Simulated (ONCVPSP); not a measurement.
## Configuration tests for C (Z = 6) (ONCV)

carbon (C), optimised norm-conserving Vanderbilt (ONCV), made with ONCVPSP 4.0.1 (PBE, scalar-relativistic). Core none, reference 1s2 2s2 2p2. Waves: 1s+2s: rc 0.55 bohr, ncon 4, nbas 9, qcut 26.3 1/bohr, 2 projectors; 2p: rc 2.65 bohr, ncon 3, nbas 7, qcut 6.1 1/bohr, 2 projectors, debl 3.8 Ha; d scattering state at 0.1 Ha: rc 2.90 bohr, ncon 5, nbas 9, qcut 3.7 1/bohr, 2 projectors, debl 2.8 Ha. Local part: polynomial inside 0.55 bohr (lpopt 5, dvloc0 3 Ha). Core correction: none.

Energies are relative to the spin-unpolarised reference configuration 1s2 2s2 2p2; without spin polarisation the order of configurations can differ from experiment.

```csv
valence configuration,charge,ΔE all-electron (eV),error AE − PS (meV)
1s2 2s2 2p1,+1,10.861,+108
1s2 2s2 2p1.5,+0.5,3.963,+21
```

Question: What are ΔE and the potential's error for 1s2 2s2 2p0?

Answer: ΔE = 35.017 eV all-electron; the error (AE − PS) is +642 meV.

Question: What are ΔE and the potential's error for 1s2 2s1 2p0?

Answer: ΔE = 83.211 eV all-electron; the error (AE − PS) is +1252 meV.

Levels in the configuration 1s2 2s2 2p0:

```json
{"level": "1s", "all-electron (eV)": "-308.543", "pseudo (eV)": "-305.900"}
{"level": "2s", "all-electron (eV)": "-40.379", "pseudo (eV)": "-39.844"}
```
